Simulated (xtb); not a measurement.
Al(H)(OH)(PH2) (AlH₄OP), SMILES [OH][AlH][PH2]. All values are semi-empirical tight-binding results from xtb (GFN2-xTB unless named), good for trends rather than for accurate numbers. Geometry optimised at GFN2-xTB. The values are those of a single conformer.

Optimised geometry:

```xyz
7

Al    -0.5060     0.2042    -0.6197
H     -1.6067    -0.2558    -1.5823
O     -0.0259     1.7642    -0.8269
H      0.1699     2.6681    -1.0348
P      0.4062    -1.2101     0.9917
H      0.4425    -0.1378     1.8921
H      1.6867    -0.8925     0.5205
```
Charge 0, spin multiplicity 1.

For metal compounds this method's bond lengths and energies can be far off.

Problem. Estimate the properties. (The exact figures need the calculation; the answer reports its results.)

Solution. 
- orbital gap = 3.71 eV
- zero-point energy = 22.2 kcal/mol
- G − E(el) at 298.15 K (modified RRHO) = 3.9 kcal/mol

Computed atomic charges and the Wiberg bond orders between heavy atoms:
charges (e) Al1 0.36, H2 -0.15, O3 -0.46, H4 0.31, P5 -0.16, H6 0.05, H7 0.04. Bond orders Al1–O3 1.41, Al1–P5 1.08.
